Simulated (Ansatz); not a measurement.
Two structures of SiH₃ClF₂, singlet, reached by relaxing down either side of one saddle point (PBE0-D4/def2-TZVP). Energies are electronic, without zero-point energy. Ansatz 0.2.0; basis: def2-TZVPP and def2-QZVPP; cores frozen in the correlated methods. Extrapolation: Hartree–Fock as exp(−7.88 √X), correlation as X^−2.97. First:

Si1  (-0.359, 1.088, 0.274)
Cl2  (1.653, 1.055, 0.130)
F3  (-0.974, 1.306, -1.162)
F4  (-0.859, -0.313, 0.799)
H5  (-0.817, 2.147, 1.177)
H6  (0.909, -2.799, -0.857)
H7  (0.448, -2.484, -0.362)
(Å)

Second:

```tsv
atom	x (Å)	y (Å)	z (Å)
Si1	-0.8889	-0.0446	0.3371
Cl2	2.7076	-0.0432	-0.2241
F3	-0.4095	0.2714	-1.1510
F4	-2.4737	0.0095	0.3341
H5	-0.3844	1.0174	1.2238
H6	1.9154	0.2021	-1.2015
H7	-0.4663	-1.4126	0.6816
```

Which bonds change from the first to the second?

SiHClF₂ ([F][SiH]([F])[Cl]) + H₂ → SiH₂F₂ ([F][SiH2][F]) + HCl; bonds formed: Si1–H7, Cl2–H6; bonds broken: Si1–Cl2, H6–H7.

Give the saddle point's structure and its height above each. (To be estimated.)

The calculation gives: 56.55 kcal/mol above the first and 38.08 kcal/mol above the second (CCSD(T) at an estimated basis limit (MP2 extrapolated from triple and quadruple zeta, plus CCSD(T) − MP2 in triple zeta)).
Si1  (-0.405, 0.237, 0.123)
Cl2  (1.942, 0.499, -0.405)
F3  (-0.796, 0.876, -1.261)
F4  (-1.749, -0.528, 0.529)
H5  (-0.151, 1.056, 1.304)
H6  (0.974, -0.831, -0.231)
H7  (0.185, -1.310, -0.060)
(Å)

The T1 diagnostic stays at or below 0.013.

Labels in which every atom is bracketed show which atoms are joined, not bond orders.

For scale, one of the runs: CCSD(T)/def2-TZVPP, 188 basis functions, launched by `ansatz run in.yaml --threads 4 --pin off --events-out ev --progress --plain --max-ram 9574MiB`. Time: 38 s of wall clock on 4 CPU threads of an Arm Neoverse V2; the host was shared. Peak host memory: 2 GiB.
